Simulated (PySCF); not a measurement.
How methods differ on the ionisation energy of Ni¹³⁺

Ni¹³⁺ [Ne] 3s2 3p3 (4S) → Ni¹⁴⁺ [Ne] 3s2 3p2 (3P), as a difference of total energies. Calculation: PySCF 2.14, in an uncontracted even-tempered set (17 s from 0.93 bohr⁻², ratio 2.5; 11 p from 1.2 bohr⁻², ratio 2.5; 5 d from 6.3 bohr⁻², ratio 2.7; 4 f from 9.5 bohr⁻², ratio 2.7); the non-relativistic Hamiltonian (point nucleus). Correlated levels: outer shells: 1s2 frozen; virtual orbitals above 40 to 60 times the deepest correlated orbital energy dropped. The calculations carry no spin-orbit coupling.

```tsv
method	ionisation energy (eV)
UHF	425.20
LDA	426.02
PBE	426.00
PBE0	426.12
r2SCAN	426.52
PBEsol	425.90
r2SCAN0	426.48
MP2 (outer shells)	425.76
SCS-MP2 (outer shells)	425.53
```

Task: How much does correlation contribute at MP2 (outer shells)?

Result: 425.76 − (425.20) = 0.56 eV, measured against UHF.

A first-order spin-orbit estimate (lowest level to lowest level, LS coupling) adds -2.014 eV.

These non-relativistic numbers lack the scalar-relativistic shift.

For comparison: 429.3 ± 0.8 eV (semi-empirical (NIST evaluation); NIST Atomic Spectra Database, ionization energies).
